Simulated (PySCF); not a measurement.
Screening by computed properties: pick the candidate that meets the target.

Each SMILES stands for a single optimised conformer of the isolated species, non-relativistic unless stated. Electronic properties by PySCF.

Dipoles, sizes and rotational constants follow the conformer. The torsions of the flexible species, by atom-mapped SMILES:
- `[CH3:1][CH:2]([CH3:3])[CH2:4][C:5]#[C:6][GeH3:7]`: C1–C2–C4–C5 63°
- `[CH2:1]=[CH:2][Ge@@H:3]1[CH2:4][CH2:5][C@H:6]1[CH3:7]`: C1–C2–Ge3–C4 -138°
- `[CH2:1]1[CH2:2][CH:3]1[GeH2:4][CH:5]1[CH2:6][CH2:7]1`: C2–C3–Ge4–C5 147°, C3–Ge4–C5–C6 -79°
- `[CH2:1]=[C:2]([CH3:3])[GeH:4]1[CH2:5][CH2:6][CH2:7]1`: C1–C2–Ge4–C5 -93°

Question: Wanted: electronic spatial extent ⟨r²⟩ about the centre of nuclear charge above 1700 bohr² (wB97X-D/def2-SVPD) and HOMO–LUMO gap above 10.4 eV (wB97X-D/def2-SVPD), at PBE0-D3(BJ)/def2-SVP geometries. Which candidate meets both?
A. `C=[CH][Ge@@H]1[CH2]C[C@H]1C`
B. `CC(C)CC#[C][GeH3]`
C. `C1C[CH]1[GeH2][CH]1CC1`
D. `C=[C](C)[GeH]1[CH2]C[CH2]1`

Answer: B. Computed values:
```csv
species,electronic spatial extent ⟨r²⟩ about the centre of nuclear charge,HOMO–LUMO gap
C=[C](C)[GeH]1[CH2]C[CH2]1,1194 bohr²,10.63 eV
C=[CH][Ge@@H]1[CH2]C[C@H]1C,1236 bohr²,10.13 eV
C1C[CH]1[GeH2][CH]1CC1,1313 bohr²,11.81 eV
CC(C)CC#[C][GeH3],2060 bohr²,11.17 eV
```
